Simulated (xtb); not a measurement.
B(Me)2(PH2) (C2H8BP), SMILES CB(C)P. All values are semi-empirical tight-binding results from xtb (GFN2-xTB unless named), good for trends rather than for accurate numbers. Coordinates come from a GFN2-xTB optimisation. Other conformers were not sampled.

Optimised geometry:

Bonded distances (Å): B1–C2 1.576, B1–C6 1.577, B1–P10 1.892, C2–H3 1.089, C2–H4 1.091, C2–H5 1.089, C6–H7 1.092, C6–H8 1.089, C6–H9 1.088, P10–H11 1.382, P10–H12 1.382. Angles (°): C2–B1–C6 120.2, C2–B1–P10 120.1, C6–B1–P10 119.5, B1–C2–H3 112.6, B1–C2–H4 108.6, B1–C2–H5 114.4, H3–C2–H4 106.0, H3–C2–H5 108.2, H4–C2–H5 106.7, B1–C6–H7 109.0, B1–C6–H8 113.1, B1–C6–H9 113.4, H7–C6–H8 106.2, H7–C6–H9 106.4, H8–C6–H9 108.3, B1–P10–H11 98.9, B1–P10–H12 99.0, H11–P10–H12 94.9.
Charge 0, spin multiplicity 1.

orbital gap: 3.47 eV
zero-point energy: 58.8 kcal/mol
G − E(el) at 298.15 K (modified RRHO): 39.5 kcal/mol
static polarisability (D4 model): 64.1 bohr³
solvation energy, GFN2-xTB/ALPB(water): 0.0 kcal/mol
solvation energy, GFN2-xTB/ALPB(octanol): -1.0 kcal/mol

Computed atomic charges and the Wiberg bond orders between heavy atoms:
charges (e) B1 0.27, C2 -0.19, H3 0.04, H4 0.05, H5 0.03, C6 -0.19, H7 0.05, H8 0.04, H9 0.04, P10 -0.21, H11 0.04, H12 0.04. Bond orders B1–C2 1.05, B1–C6 1.04, B1–P10 1.06.
